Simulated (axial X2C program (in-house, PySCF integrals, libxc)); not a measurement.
# What spin–orbit coupling does to GeCl

All values were computed with an in-house all-electron X2C program for linear molecules (integrals from PySCF). Spin-free means the one-electron spin-free X2C Hamiltonian; two-component (2c) means X2C with spin–orbit coupling and atomic mean-field two-electron Coulomb and Gaunt terms, so the difference of the two also holds small scalar two-electron terms. Basis: Ge dyall-cv3z [9s9p7d4f1g], Cl dyall-av3z [9s8p3d2f] (cores contracted in-house); Gaussian nuclei, density fitting, unrestricted open shells. Masses: Ge 73.921 u, Cl 34.969 u.

Spin-free state: M_S = 1/2, Λ = 1 (beyond evenly filled blocks: π+α); fragments Ge + Cl.

```csv
level,Re (Å),ωe (cm⁻¹),De (eV),μ (D)
PBE0,2.177,400.3,4.052,-1.75
HF,2.192,395.0,2.620,-2.12
MP2,2.186,400.6,4.052,n/a
CCSD,2.190,397.4,3.774,n/a
CCSD(T),2.193,395.0,3.905,n/a
PBE,2.197,384.5,4.227,-1.68
```

Correlated methods: 11 electrons correlated (number of frozen shells: Ge 3 s, 2 p, 1 d; Cl 2 s, 1 p), 233 virtual spin orbitals or spinors in MP2, 90 natural virtuals in coupled cluster.

Dipoles are positive if Cl is the positive end.

Task: Within this multiplet, which Ω should lie lowest by the rule for regular and inverted multiplets?

Result: The open π shell holds one electron, so the multiplet is regular: Ω = Λ − 1/2 = 1/2. The PBE0 2c search agrees.

Two-component determinant lowest at the distance of the search:

Ω = 1/2 (⟨Sz⟩ = -0.50, ⟨Lz⟩ = 1.00 at HF); fragments Ge + Cl.

```tsv
level	Re (Å)	ωe (cm⁻¹)	μ (D)
PBE0	2.178	399.5	-1.77
HF	2.193	394.2	-2.15
MP2	2.187	399.9	n/a
CCSD	2.191	396.7	n/a
CCSD(T)	2.194	394.3	n/a
PBE	2.199	383.7	-1.70
```

Task: From the two tables, how do the constants change at the CCSD(T) level (2c against spin-free)?

Result: At the CCSD(T) level Re rises by 0.001 Å and ωe drops by 0.7 cm⁻¹.

The state is one determinant whose occupation by symmetry is held fixed; it was picked as the lowest of a PBE0 search that is not exhaustive. Dissociation energies refer to the lowest single-determinant-based atoms at the same level and basis. De is not given where an atomic determinant may have missed its ground term or J level, or where the truncated virtual space spoils (T). Density functionals use the spin component along the axis (collinear). CCSD and (T) use frozen natural virtuals with an MP2 correction for the truncation; (T) itself is uncorrected, so its De runs slightly low. Without a current term, density functionals place determinants with orbital angular momentum somewhat too high. With the outer-core shells frozen, correlated bond lengths of heavy atoms tend to come out a few hundredths of an ångström too long.
